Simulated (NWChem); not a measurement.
Species: CH$_{2}$ClF; SMILES FCCl

Program: NWChem. Coordinates come from a PBE0/def2-SVP optimisation. Level: B3LYP/def2-SVP with SMD (1 M gas to 1 M solution), gas-phase geometry.

**Question.** Estimate the computed values for solvent ethyl acetate. Quantities: solvation free energy (kcal/mol); cavity-dispersion-structure term (kcal/mol); dipole in solution (D).

**Answer.** 
```json
{
  "solvation free energy (kcal/mol)": "-3.2",
  "cavity-dispersion-structure term (kcal/mol)": "-0.4",
  "dipole in solution (D)": "2.10"
}
```
